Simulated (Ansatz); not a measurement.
Reaction (formal exchange of groups at a B–B bond): `BBC[SiH3]` + `C=N` → BH₃ + `C=NBC[SiH3]`

Computed with Ansatz on PBE0-D4/def2-TZVP structures; ΔE is electronic, products minus reactants. CCSD(T)/CBS adds triple-zeta CCSD(T) − MP2 to the extrapolated MP2 energy (def2 sets, frozen cores). This one scheme is used for every species. Functionals use def2-TZVPP. B3LYP here is the variant with VWN-RPA as its local correlation; programs differ in this. HSE06 is defined as in plane-wave codes. One conformer a species, not always the lowest.

`BBC[SiH3]`:

Z-matrix (Å, degrees):
```
C
B 1 1.545
Si 1 1.892 2 106.7
H 1 1.094 2 115.5 3 -116.1
H 1 1.094 2 114.0 3 115.3
B 2 1.642 1 128.4 3 90.0
H 2 1.210 1 116.8 3 -85.9
H 3 1.486 1 111.0 2 55.1
H 3 1.486 1 110.5 2 -65.6
H 3 1.487 1 109.1 2 174.9
H 6 1.201 2 122.6 1 -86.9
H 6 1.201 2 121.7 1 96.7
```

`C=N`:

```xyz
5

C     0.045    0.270    0.278
N    -0.165   -0.088   -0.912
H     0.213   -0.414    1.118
H     0.067    1.336    0.511
H    -0.160   -1.105   -0.995
```

BH₃:

Z-matrix (Å, degrees):
```
B
H 1 1.193
H 1 1.193 2 120.0
H 1 1.193 2 120.0 3 180.0
```

`C=NBC[SiH3]`:

Cartesian coordinates in Å:
```
C -1.756 -1.796 1.039
N -1.187 -1.123 0.166
B -0.566 -0.377 -0.786
C 0.959 -0.015 -0.692
Si 1.183 1.693 0.050
H -1.841 -2.885 0.959
H -2.199 -1.331 1.925
H -1.255 0.027 -1.682
H 1.410 0.008 -1.689
H 1.521 -0.721 -0.074
H 0.677 1.721 1.450
H 2.620 2.085 0.068
H 0.435 2.714 -0.733
```

| level | ΔE (kJ/mol) | difference from CCSD(T)/CBS |
| --- | --- | --- |
| LDA (SPW92) | -119.8 | -12.3 |
| PBE-D4 | -109.5 | -2.0 |
| revPBE-D4 | -108.0 | -0.5 |
| BLYP-D4 | -117.3 | -9.8 |
| r2SCAN-D4 | -111.5 | -4.0 |
| B97M-V | -102.1 | 5.4 |
| PBE0-D4 | -108.0 | -0.5 |
| B3LYP-D4 | -116.0 | -8.5 |
| r2SCANh-D4 | -111.2 | -3.7 |
| HSE06-D4 | -108.4 | -0.9 |
| BHLYP-D4 | -114.3 | -6.8 |
| CAM-B3LYP-D4 | -116.3 | -8.8 |
| ωB97X-V | -105.2 | 2.3 |
| ωB97M-V | -109.6 | -2.1 |
| B2PLYP | -114.9 | -7.4 |
| PBE-QIDH | -110.0 | -2.5 |
| PBE | -108.2 | -0.7 |
| BLYP | -114.9 | -7.4 |
| r2SCAN | -110.9 | -3.4 |
| PBE0 | -106.8 | 0.7 |
| B3LYP | -114.2 | -6.7 |
| r2SCANh | -110.6 | -3.1 |
| HSE06 | -107.2 | 0.3 |
| BHLYP | -113.2 | -5.7 |
| CAM-B3LYP | -115.1 | -7.6 |
| LC-ωPBE | -105.8 | 1.7 |
| RPA@PBE/def2-TZVPP | -105.5 | 2.0 |
| HF/def2-SVP | -120.4 | -12.9 |
| MP2/def2-SVP | -132.3 | -24.8 |
| CCSD/def2-SVP | -122.1 | -14.6 |
| CCSD(T)/def2-SVP | -124.8 | -17.3 |
| HF/def2-TZVPP | -107.4 | 0.1 |
| SCS-MP2/def2-TZVPP | -114.5 | -7.0 |
| CCSD(T)/def2-TZVPP | -108.4 | -0.9 |
| HF/def2-QZVPP | -107.4 | 0.1 |
| MP2/def2-QZVPP | -116.6 | -9.1 |
| SCS-MP2/def2-QZVPP | -113.9 | -6.4 |
| HF/CBS(def2) | -107.4 | 0.1 |
| MP2/CBS(def2) | -116.2 | -8.7 |
| CCSD/CBS(def2) | -105.5 | 2.0 |
| CCSD(T)/CBS | -107.5 | 0 |

Largest T1 diagnostic among the species: 0.014.

At CCSD(T), def2-SVP lies −17.3 kJ/mol from the extrapolated value and def2-TZVPP −0.9 kJ/mol. Leaving LDA and LC-ωPBE aside and taking each functional with its dispersion term where it has one, the values spread over 15.2 kJ/mol, from BLYP-D4 to B97M-V. LDA lies −11.6 kJ/mol from PBE without D4.
